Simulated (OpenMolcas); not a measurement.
**Cd: effect of the level shift or regulariser**

| Quantity | Value |
| --- | --- |
| Program | OpenMolcas |
| Basis | ANO-RCC-VTZP [7s6p4d2f1g] |
| Scalar Hamiltonian | DKH2, point nucleus |
| Active space | 2 electrons in 4 orbitals (5s 5p) |
| State averaging | 2S+1 = 3 even, 3 roots; 2S+1 = 1 even, 1 root; 2S+1 = 3 odd, 3 roots; 2S+1 = 1 odd, 3 roots |
| Spin-orbit coupling | RASSI with atomic mean-field integrals over the reference wave functions, term energies averaged over their components |

Methods on the same reference wave functions:
A. CASSCF
B. SS-CASPT2, IPEA 0.25 Eh, imaginary shift 0.1 Eh (closed shells correlated: 4d)
C. SS-CASPT2, IPEA 0.25 Eh, real shift 0.2 Eh (closed shells correlated: 4d)

Energies in cm⁻¹ above 5s² ¹S₀, the measured ground level; measured values from NIST Handbook of Basic Atomic Spectroscopic Data.

```csv
Level,A,B,C,Measured
5s² ¹S₀,0.0,0.0,0.0,0.0
5s 5p ³P°₀,26092,29611,29598,30114
5s 5p ³P°₁,26553,30069,30056,30656
5s 5p ³P°₂,27510,31029,31016,31827
5s 5p ¹P°₁,46221,45551,45596,43692
```

Deviations, from unrounded energies. A percentage is the sum of absolute deviations over the sum of measured energies, with the sign that they share, or ± where signs differ.

```tsv
Against measurement	Levels	A	B	C
mean absolute deviation (cm-1)	4	3700	940	960
other configurations (%)	4	±11.0	±2.7	±2.8
```

B, C lie about equally close to measurement and A furthest from it. The largest miss of B in the table is 5s 5p ¹P°₁, by +1900 cm-1. The ranking rests on the paired levels alone, and a cruder setting can come out closer through cancelling errors.

Between B and C the level of the table that moves most is 5s 5p ¹P°₁, by 45 cm-1 (lowest in B, highest in C).

The lowest spin-free term lies below A's lowest term by 0.347 hartree in B, 0.347 hartree in C.

Without dynamic correlation excited terms often stand tens of per cent too high (terms of higher spin than the ground term too low), and those without a measured partner can miss by more than the paired ones (holds for A). Measured partners are found by configuration, term and J. A level has none where our copy of the source lacks it or the pairing is in doubt (some pairs that miss far off the trend of their configuration count as doubtful), and it then counts in no deviation. Only configurations of the active space appear. Levels that lie high or do not pair safely by name in every column are left out.

° marks odd parity.
